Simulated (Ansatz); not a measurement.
Input for Ansatz (a quantum-chemistry and plane-wave program): R-B3LYP/def2-TZVPP on BH4NO2 (SMILES NB(O)O), a point of a torsion scan.

Ansatz 0.2 input:
```yaml
crystal:
  periodic: [false, false, false]
  atoms:
    - {symbol: N, position_ang: [1.10904677, -0.13721801, 0.32396770]}
    - {symbol: B, position_ang: [-0.18757075, 0.11415735, -0.18734360]}
    - {symbol: O, position_ang: [-1.11230356, 0.87375258, 0.48176723]}
    - {symbol: O, position_ang: [-0.56173356, -0.50661056, -1.33933030]}
    - {symbol: H, position_ang: [1.59628378, 0.50525671, 0.92203132]}
    - {symbol: H, position_ang: [1.73995232, -0.69267981, -0.22582470]}
    - {symbol: H, position_ang: [-0.80974918, 1.24298257, 1.30834446]}
    - {symbol: H, position_ang: [-1.48090040, -0.35308247, -1.55429668]}
basis:
  gaussian:
    orbitals: def2-TZVPP
hamiltonian:
  xc: {name: B3LYP}
scf: {lower_state_search: off}
```

The head of its log:

```
WARN ansatz: RAYON_NUM_THREADS=1 ignored (pool sized by the plan → 1); use --threads N
Functional definition: B3LYP
these checks for a lower state are left out or cut short: stability, starts, cluster_reference, orbital_swaps, neighbouring_geometries, increment
integrals: 0.07 GiB planned
862 factors; their error is unknown
mean field: 0.71 GiB planned
mean field evaluation 1: about -6319.4776 eV, gradient 9.0e1 eV
mean field evaluation 2: about -6303.3743 eV, gradient 1.3e2 eV
```

Problem. Predict the final total energy.

Solution. -232.7234 hartree.
